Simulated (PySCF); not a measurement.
Frontier orbitals and the lowest excitations

Species: C₆H₈F₄.
Geometry (PBE0-D3(BJ)/def2-SVP, Å), atoms numbered from 1 in this order:
```xyz
18
C6H8F4 angstrom
C     -0.1730    2.0534   -0.3163
C      0.2169    0.6104   -0.2236
C      1.4015    0.2296    0.2770
C      1.9059   -1.1753    0.4155
F      1.7285   -1.9164   -0.7367
C     -0.8080   -0.3836   -0.7128
C     -1.7965   -0.7905    0.3530
F     -2.4719    0.2556    0.8492
F     -2.6978   -1.6474   -0.1334
F     -1.1939   -1.3908    1.3864
H     -1.1132    2.2357    0.2278
H      0.6032    2.7140    0.0932
H     -0.3542    2.3411   -1.3658
H      2.0789    1.0141    0.6314
H      2.9834   -1.1678    0.6447
H      1.3864   -1.7038    1.2335
H     -1.3963    0.0384   -1.5416
H     -0.3293   -1.3029   -1.0712
```

Computed, not measured: TDDFT B3LYP/def2-SVPD, vertical, gas phase, core orbitals frozen in the response in PySCF.

Kohn–Sham orbitals with the atoms that hold most of them (Löwdin shares over 4%, at most four atoms; ? is withheld):

```
orbital  ε (eV)                            atoms
 LUMO+2    0.83   H15 18%, C4 17%, C1 9%, H13 8%
 LUMO+1    0.35   C1 17%, C3 13%, H14 9%, H12 7%
   LUMO       ?    C2 27%, C3 26%, C4 10%, C6 6%
   HOMO   -7.38                                ?
 HOMO-1   -9.47                                ?
 HOMO-2   -9.68   F5 40%, C4 18%, H15 10%, C3 7%
 HOMO-3  -10.32  C1 21%, C6 15%, H12 13%, C2 13%
```

Task: Which atoms hold the HOMO, and with what shares?

Result: C3 (bonded to 2 C and H) 34%; C2 (bonded to 3 C) 30%; C1 (bonded to C and 3 H) 7%; C4 (bonded to C, F and 2 H) 6%.

Task: Which atoms hold the HOMO-1, and with what shares?

Result: F5 (bonded to C) 29%; C3 (bonded to 2 C and H) 16%; C4 (bonded to C, F and 2 H) 15%; C1 (bonded to C and 3 H) 9%. By element: carbon 40% or more, fluorine 29% or more.

Task: What is the LUMO energy, and the HOMO–LUMO gap?

Result: ε(LUMO) = -0.86 eV; the gap is 6.52 eV (0.2397 hartree).

Task: The HOMO–LUMO gap is 6.52 eV. Where does the response calculation put the lowest singlet, and from which orbitals?

Result: S1 is at 6.30 eV (f = 0.263), 0.22 eV below the gap, made of HOMO→LUMO (88%). Without the coupling terms of the response equations the lowest excitation would equal the gap.

Task: One configuration dominates each of S1, S2 and S3. Which, and how do the shares of the two leading atoms of either orbital change from the occupied to the empty one?

Result: 
- S1 (6.30 eV, f 0.263), HOMO→LUMO (88%): C3 34% → 26%, C2 30% → 27%
- S2 (6.87 eV, f 0.053), HOMO→LUMO+1 (89%): C3 34% → 13%, C2 30% → at most 8%, C1 7% → 17%
- S3 (7.30 eV, f 0.0059), HOMO-1→LUMO (79%): F5 29% → at most 6%, C3 16% → 26%, C2 at most 10% → 27%

Löwdin shares depend on the basis, the more so with diffuse functions.

One conformer stands for the species.
